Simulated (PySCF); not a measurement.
**Broadened absorption spectrum of C2H6O4SSi**

C₂H₆O₄SSi.
SMILES with atom numbers: `[O:1]=[S:2](=[O:3])([OH:4])[C@H:5]1[O:6][CH2:7][SiH2:8]1` (hydrogens: H9 on O4; H10 on C5; H11, H12 on C7; H13, H14 on Si8)

The calculation used PySCF, TDDFT CAM-B3LYP/def2-SVPD, vertical, gas phase, core orbitals frozen in the response. One conformer (not necessarily the lowest) at the GFN2-xTB geometry, without solvent, vibrations or thermal averaging. Torsions of this conformer, `[O:1]=[S:2](=[O:3])([OH:4])[C@H:5]1[O:6][CH2:7][SiH2:8]1`: O1–S2–C5–O6 169°, H–O4–S2–O1 176°.

Computed states:

```tsv
state	E (eV)	f
S1	6.65	0.0067
S2	6.86	0.012
S3	7.27	0.032
S4	7.74	0.038
S5	7.80	0.042
S6	7.90	0.023
S7	7.96	0.015
S8	7.98	0.013
```

Broadening: Gaussians 0.25 eV wide at half height, area fixed by f = 4.319×10⁻⁹ ∫ε dν̃. The width is an assumption, not a result. The curve ends short of the highest state used, and states not computed would add to its high-energy end.

(1) What does the envelope look like, and where are its maxima?

(2) On this curve, what absorbance would a 10⁻⁴ mol/L sample give at 193 nm over a 1 cm path?

(3) Coming from long wavelengths, where does ε first pass 100 L mol⁻¹ cm⁻¹?

## Answers

(1) 
(E (eV), ε (L mol⁻¹ cm⁻¹)): (6.28, 2), (6.30, 3), (6.33, 8), (6.35, 13), (6.38, 29), (6.40, 45), (6.43, 85), (6.46, 147), (6.48, 203), (6.51, 309), (6.53, 392), (6.56, 527), (6.58, 618), (6.61, 746), (6.64, 855), (6.66, 917), (6.69, 998), (6.71, 1050), (6.74, 1133), (6.76, 1192), (6.79, 1280), (6.82, 1346), (6.84, 1365), (6.87, 1337), (6.89, 1279), (6.92, 1137), (6.94, 1019), (6.97, 838), (7.00, 697), (7.02, 649), (7.05, 680), (7.07, 783), (7.10, 1073), (7.12, 1352), (7.15, 1872), (7.18, 2448), (7.20, 2814), (7.23, 3253), (7.25, 3431), (7.28, 3479), (7.30, 3360), (7.33, 2984), (7.36, 2451), (7.38, 2061)

Maxima: 181 nm (6.84 eV), ε about 1400, made up of S1 (10%) and S2 (90%); 171 nm (7.27 eV), ε about 3500, made up of S3 (100%) (ε in L mol⁻¹ cm⁻¹; maxima over ε = 5, shares over 10%).

(2) 193 nm is 6.424 eV, where ε is about 76 L mol⁻¹ cm⁻¹, so A = ε c l ≈ 0.0076 (Beer–Lambert, with the gas-phase spectrum and the assumed width).

(3) At about 193 nm (6.44 eV), 0.21 eV below S1.

Time: 2.1 min of wall time (with the writing of density and orbital grids); peak memory 1.1 GiB. Hardware: Arm Neoverse N1, one thread, shared host with 64 logical CPUs at a one-minute load of 60.
